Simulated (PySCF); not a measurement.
Match the calculated data to a structure.

All candidates are C4H11B.

* 1H NMR: chemical shifts (computed TMS as zero) by class: 1.14 (2 H), 0.90 (3 H), 0.85 (6 H) ppm [GIAO B3LYP/pcSseg-1]
* XPS: B1s 195.4, C1s 289.8, C1s 289.9 (×2), C1s 290.6 eV [ΔSCF SCAN, pcX-2 on the ionised atom, pcseg-1 elsewhere, spin-free X2C]
* Couplings: largest of the computed one-bond spin–spin couplings (means over like bonds): 13C–1H +133.6 (×3), 13C–1H +126.3 (×2), 13C–1H +123.0 (×6), 13C–11B +50.5 (×2), 13C–11B +50.4, 13C–13C +29.2 Hz [B3LYP/pcJ-1, spin–dipole term left out for some pairs]
* Rotational structure: rotational constants A, B, C: 5.990, 3.404, 2.569 GHz [PBE0-D3(BJ)/def2-SVP]
* NMR, other nuclei: isotropic shieldings of nuclei other than C and H, by class: 8 (1 B) ppm [GIAO B3LYP/pcSseg-1]
* UV, first state: lowest singlet excitation: 5.99 eV (207 nm, f = 0.004) [TDDFT B3LYP/def2-SVPD]
* Dipole: 0.02 D [B3LYP/def2-SVPD]
* Polarisability: 65.8 au [B3LYP/def2-SVPD]
* Triplet: lowest triplet excitation (Tamm–Dancoff): 5.52 eV [TDA B3LYP/def2-SVPD]
* 13C NMR: chemical shifts (computed TMS as zero) by class: 25.3 (1 C), 14.9 (2 C), 8.8 (1 C) ppm [GIAO B3LYP/pcSseg-1]

The electronic properties come from PySCF, for the isolated species, density fitting. Levels stand in brackets. Geometry: PBE0-D3(BJ)/def2-SVP, one conformer, isolated molecule. NMR classes are plain means over equivalent atoms (diastereotopic ones count apart unless rotation or inversion swaps them), as if these changed places fast.

Question: Which candidate is it?
A. `[H]B([H])CC(C)C` (BH2(iBu))
B. `CCB(C)C` (BMe2Et)
C. `[H]B(CC)CC` (BEt2H)

Answer: B. It is `CCB(C)C`. 4 carbons fall into 3 classes; from least to most shielded: carbon bonded to B, C and 2 H (25.3 ppm), carbon bonded to B and 3 H (14.9 ppm, 2 C), carbon bonded to C and 3 H (8.8 ppm). Hydrogen classes from least to most shielded: 2 H on a carbon bonded to B, C and 2 H (1.14 ppm), 3 H on a carbon bonded to C and 3 H (0.90 ppm, a mean of values up to 0.8 ppm apart in this geometry), 6 H on 2 like atoms (carbon bonded to B and 3 H) (0.85 ppm). The other shieldings belong to: 8 ppm, boron bonded to 3 C. The couplings run between: +133.6 Hz, carbon bonded to C and 3 H and its hydrogen (with 2 like pairs); +126.3 Hz, carbon bonded to B, C and 2 H and its hydrogen (with 1 like pair); +123.0 Hz, carbon bonded to B and 3 H and its hydrogen (with 5 like pairs); +50.5 Hz, carbon bonded to B and 3 H and boron bonded to 3 C (with 1 like pair); +50.4 Hz, carbon bonded to B, C and 2 H and boron bonded to 3 C; +29.2 Hz, carbon bonded to B, C and 2 H and carbon bonded to C and 3 H. The core levels belong to: B1s 195.4 eV, boron bonded to 3 C; C1s 289.8 eV, carbon bonded to B, C and 2 H; C1s 289.9 eV, carbon bonded to B and 3 H; C1s 290.6 eV, carbon bonded to C and 3 H. One atom of each topological class was ionised and stands for its class. The optimised geometry has point group C1 and is an asymmetric top.

The others, at the same levels:
- `[H]B(CC)CC` fails: its computed core binding energies are B1s 195.5, C1s 289.9 (×2), C1s 290.7 (×2) eV, rotational constant A is 12.731 GHz (against 5.990 GHz) and smallest rotational constant is 2.083 GHz (against 2.569 GHz).
- `[H]B([H])CC(C)C` fails: its computed core binding energies are B1s 196.1, C1s 290.1, C1s 290.4 (×2), C1s 290.5 eV and smallest rotational constant is 3.102 GHz (against 2.569 GHz).
